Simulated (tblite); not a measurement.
C5H13Si2 (doublet state).
Structure used (GFN2-xTB), in Å, numbered top down from 1:
```xyz
20
C5H13Si2 angstrom
C     -2.5512   -1.0136   -0.0678
C     -1.2951   -0.2636   -0.4929
C     -0.3528   -0.0126    0.6893
C      0.9149    0.6569    0.2438
Si     0.9648    2.5248    0.2787
C      1.9591   -0.0909   -0.2195
Si     2.0990   -1.8953   -0.3656
H     -3.2053   -1.1850   -0.9200
H     -2.2920   -1.9784    0.3641
H     -3.1014   -0.4447    0.6786
H     -0.7625   -0.8397   -1.2543
H     -1.5712    0.6954   -0.9367
H     -0.8708    0.6110    1.4222
H     -0.1221   -0.9707    1.1666
H     -0.0379    3.1054   -0.6273
H      2.2946    2.9859   -0.1263
H      0.6650    3.0096    1.6339
H      2.8390    0.4538   -0.5502
H      1.0669   -2.8781   -0.0894
H      3.3539   -2.4596   -0.8303
```

Computed with GFN2-xTB (tblite): harmonic, unscaled wavenumbers at the GFN2-xTB geometry, gas phase. The method is semi-empirical: single wavenumbers can be off by several per cent or more. Modes of hydrogen on silicon can be 10 to 20 % off. One conformer, not necessarily the lowest. Open shells enter through the occupations alone, without spin polarisation, and single modes of such species can be off by tens of per cent.

Harmonic wavenumbers (cm⁻¹): 49.2, 57.3, 87.6, 123.2, 159.3, 168.9, 223.8, 231.0, 256.9, 276.5, 350.7, 361.2, 447.0, 481.2, 551.3, 565.0, 734.7, 766.9, 776.1, 776.7, 791.9, 806.0, 813.3, 883.3, 919.0, 935.4, 1061.2, 1089.1, 1107.8, 1141.9, 1232.0, 1273.7, 1274.9, 1293.7, 1348.0, 1413.8, 1470.8, 1489.1, 1496.2, 1504.5, 1507.8, 2178.9, 2198.9, 2241.5, 2358.3, 2363.6, 2924.8, 2955.2, 2964.6, 2980.7, 2991.1, 3025.2, 3029.1, 3035.1.

A = 1466, B = 1351, C = 743.6 MHz; mass 129.056 u (most abundant isotopes); point group C1, symmetry number 1; spin multiplicity 2.

Question: What is the zero-point energy?

Answer: ½Σν̃ = 33772 cm⁻¹ = 404.01 kJ/mol.

Question: Entropy at 298.15 K, 1 bar (ideal gas, RRHO, classical rotation)?

Answer: Translation 169.47, rotation 124.56, vibration 148.53, spin (R ln 2) 5.76: S = 448.3 J/(mol K).

Question: And Cp and H(298.15 K) − H(0)?

Answer: Cp = 181.21 J/(mol K), of which vibrations give 147.95 (their classical limit is 54 R = 449.0); H(298.15 K) − H(0) = 33.11 kJ/mol without the zero-point energy, 23.19 from vibrations.

Question: Which modes carry the vibrational entropy at 298.15 K?

Answer: 49.2 cm⁻¹: 20.29; 57.3 cm⁻¹: 19.03; 87.6 cm⁻¹: 15.54; 123.2 cm⁻¹: 12.76; 159.3 cm⁻¹: 10.70; 168.9 cm⁻¹: 10.24 J/(mol K); the other 48 give 59.97 together.

Question: How do the functions run with temperature in this model?

Answer: 
```
T (K)  S (J/(mol K))  Cp (J/(mol K))  H − H(0) (kJ/mol)  G − H(0) (kJ/mol)  ln q(vib)
  100          307.6            90.4               5.99             -24.78       2.11
  200          385.2           137.6              17.45             -59.59       5.38
  300          449.4           182.0              33.44            -101.39       8.57
  500          561.1           257.8              77.81            -202.75      14.65
  800          700.1           333.3             167.42            -392.67      23.03
 1000          778.3           366.8             237.60            -540.68      28.13
```

q(vib) and H(0) count from the zero-point level.

Question: Blend soft modes into free rotors: weight 1/[1 + (100 cm⁻¹/ν̃)⁴] for the oscillator and the rest for a rotor with moment μB/(μ + B), μ = h/(8π²ν), B = 10⁻⁴⁴ kg m². What vibrational entropy results?

Answer: 136.69 J/(mol K) in place of 148.53, which changes −T·S at 298.15 K by +3.53 kJ/mol.

Question: What must be added to the electronic energy to get the Gibbs energy at 298.15 K and 1 bar?

Answer: ZPE + [H(298.15 K) − H(0)] − T·S = 404.01 + 33.11 − 133.67 = 303.45 kJ/mol.

Hindered rotation and anharmonicity are outside this model. Other conformers, if any are populated, would add a mixing term that is left out. The structure is chiral; the term R ln 2 for an equal mix with its mirror image is left out.
